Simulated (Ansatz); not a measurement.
Ansatz (a quantum-chemistry and plane-wave program) input (B3LYP-D3(BJ)/def2-TZVP):

Ansatz 0.2 input:
```yaml
crystal:
  periodic: [false, false, false]
  atoms:
    - {symbol: Ti, position_ang: [0.27492702, -0.05032822, 0.14860064]}
    - {symbol: I, position_ang: [-1.97952317, 0.44172904, -1.29546696]}
    - {symbol: H, position_ang: [1.49569733, 0.65259548, -0.75561916]}
    - {symbol: H, position_ang: [-0.01522414, 0.69684714, 1.61808206]}
    - {symbol: H, position_ang: [0.34747484, -1.72083364, 0.22603956]}
basis:
  gaussian:
    orbitals: def2-TZVP
hamiltonian:
  xc: b3lyp
  dispersion: d3bj
relax: {f_tol: 0.002, max_steps: 150}
```

End of the output:

```
relax step   6: F+E_penalty+E_count = -31267.83040348 eV  Δ(F+E_penalty+E_count) = -1.341e-5 eV  max|allowed force component| = 1.332e-3 eV/Å  Δτ_max = 0.0020 Å  (38 SCF iters, accepted)
integrals: 0.05 GiB planned
1006 factors; their error is unknown
mean field: 0.40 GiB planned
mean field evaluation 64: about -31256.4155 eV, gradient 6.4e1 eV
mean field -31267.62952201 eV, -1149.0641909736 hartree, gradient 1.1e-5 eV, S^2 0.000000; 1 other end points of the search recorded, 0 dependent functions left out
the calculation of the forces begins
reference -31267.62976419 eV, -1149.0641998733 hartree; 25, 25 occupied and 88, 88 virtual orbitals, 1006 factors
Total energy: -31267.83064566 eV, -1149.0715821312 hartree
Atom 0 at     0.168806    -0.027495     0.080651 Å, force    -0.001322     0.000285    -0.000848 eV/Å
Atom 1 at    -1.940715     0.433569    -1.270636 Å, force     0.001332    -0.000288     0.000854 eV/Å
Atom 2 at     1.501577     0.633586    -0.720549 Å, force     0.000079     0.000078    -0.000108 eV/Å
Atom 3 at     0.018726     0.677082     1.609137 Å, force    -0.000063     0.000082     0.000115 eV/Å
Atom 4 at     0.374959    -1.696732     0.243032 Å, force    -0.000026    -0.000158    -0.000013 eV/Å
Dipole moment:     0.030122    -0.006581     0.019294 e Å
```
